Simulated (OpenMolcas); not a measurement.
# neutral arsenic: Slater's ratio, thermal populations, worked from levels

* Program: OpenMolcas
* Basis: ANO-RCC [9s8p6d4f2g]
* Scalar Hamiltonian: DKH2, point nucleus
* Active space: 5 electrons in 8 orbitals (4s 4p 5s 5p)
* State averaging: 2S+1 = 4 odd, 1 root; 2S+1 = 2 odd, 8 roots; 2S+1 = 4 even, 3 roots; 2S+1 = 2 even, 9 roots
* Spin-orbit coupling: state interaction with AMFI integrals over the reference wave functions, term energies averaged over their components

Methods: CASSCF; SS-CASPT2, IPEA 0.25 Eh, imaginary shift 0.1 Eh (closed shells correlated: 3d). Measured levels: NIST Handbook of Basic Atomic Spectroscopic Data.

**Slater's ratio.** With one set of orbitals, p3 has 2D* - 4S* = 9 F2 and 2P* - 2D* = 6 F2 (F2 = F²/25), a ratio of 2/3. Term energies are centres of gravity, weighted by 2J + 1.

```csv
Source,2D* - 4S*,2P* - 4S*,F2 from the first,Ratio
CASSCF,13990,19571,1554,0.399
SS-CASPT2,11384,18985,1265,0.668
measured,10786,18494,1198,0.715
```

Energies in cm-1. A ratio away from 2/3 shows effects beyond one configuration with one set of orbitals, and in heavier atoms second-order spin-orbit shifts. In CASSCF the valence s occupation is 1.95 in 2P* against 1.99 in 2D*: mixing out of s² acts most on 2P* and pulls it down.

**Thermal populations.** Z = Σ (2J + 1) exp(-E/kT) with k = 0.695035 cm-1/K, over the levels below. No other level of either list lies under 46800 cm-1, which is above 7 kT at each temperature.

| Level | 2J + 1 | SS-CASPT2 | measured |
| --- | --- | --- | --- |
| 4s2 4p3 4S* 3/2 | 4 | 0.0 | 0.0 |
| 4s2 4p3 2D* 3/2 | 4 | 11220 | 10593 |
| 4s2 4p3 2D* 5/2 | 6 | 11490 | 10915 |
| 4s2 4p3 2P* 1/2 | 2 | 18790 | 18186 |
| 4s2 4p3 2P* 3/2 | 4 | 19080 | 18648 |

```json
{"T (K)": "5000", "Z, SS-CASPT2": "4.404", "Z, measured levels": "4.479", "Ground level (%), SS-CASPT2": "90.8", "Ground level (%), measured levels": "89.3"}
{"T (K)": "8000", "Z, SS-CASPT2": "5.489", "Z, measured levels": "5.654", "Ground level (%), SS-CASPT2": "72.9", "Ground level (%), measured levels": "70.8"}
```

At 8000 K, kT = 5560 cm-1, and the computed levels give Z = 4.000 + 0.532 + 0.760 + 0.068 + 0.129 = 5.489.

CASPT2 does not keep the components of a term degenerate, so their means are used; among the terms shown or strongly mixed into the levels shown the widest spread is 100 cm-1 (4s2 4p3 2D*, SS-CASPT2). The run also gave levels led by 4s2 4p2 5s, which use shells meant for correlation; these and all levels above them are left out. Without dynamic correlation excited terms often stand tens of per cent too high (terms of higher spin than the ground term too low), and those without a measured partner can miss by more than the paired ones (holds for CASSCF). Some levels mix across a computed gap that differs much from the measured one, so their mixing is not that of the real levels (holds for CASSCF). Computed and measured levels are paired by configuration, term and J; levels that our copy of the source lacks, or whose pairing is in doubt (as where it misses far off the trend of its configuration), stay unpaired and out of the deviations. Only configurations of the active space appear.

* marks odd parity.
